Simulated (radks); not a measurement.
Values are calculated unless marked as measured or tabulated.
Valence configurations of Ce+ (all share [Xe]). Level of theory: scalar-relativistic Kohn-Sham, PBE, spin-polarised, spherical densities, point nucleus; open shells are filled with parallel spins first (spin-orbit coupling, left out, can overturn this in heavy ions) (a radial shooting solver on a logarithmic mesh with Libxc functionals). Energies are relative to 4f1 5d2; eigenvalues in eV for spin up.

| valence | E (eV) | moment (Bohr magnetons) | e(4f) | e(5d) | e(6p) | e(6s) |
|---|---|---|---|---|---|---|
| 4f1 5d1.5 6s0.5 | -0.081 | 3 | -10.565 | -8.357 | - | -8.432 |
| 4f1 5d1 6s1 | -0.076 | 3 | -11.629 | -9.026 | - | -8.935 |
| 4f1 5d2 | 0.000 | 3 | -9.540 | -7.699 | - | - |
| 4f1 5d1.5 6p0.5 | 1.439 | 3 | -11.096 | -8.756 | -5.662 | - |
| 4f0.5 5d2 6s0.5 | 1.564 | 3 | -13.339 | -9.025 | - | -8.704 |
| 4f0.5 5d1.5 6s1 | 1.775 | 3 | -14.473 | -9.732 | - | -9.215 |
| 4f3 | 2.359 | 3 | -2.757 | - | - | - |
| 5d2 6s1 | 4.746 | 3 | - | -10.435 | - | -9.462 |
| 4f0.5 5d0.5 6s1 6p1 | 6.025 | 3 | -17.849 | -11.871 | -7.203 | -10.743 |
| 5d2 6p1 | 8.169 | 3 | - | -11.240 | -6.575 | - |

NIST lists [Xe] 4f1 5d2 as the ground configuration; this level of theory puts 4f1 5d1.5 6s0.5 lower, by 0.081 eV. The energies are those of spherical high-spin densities, not of single terms.
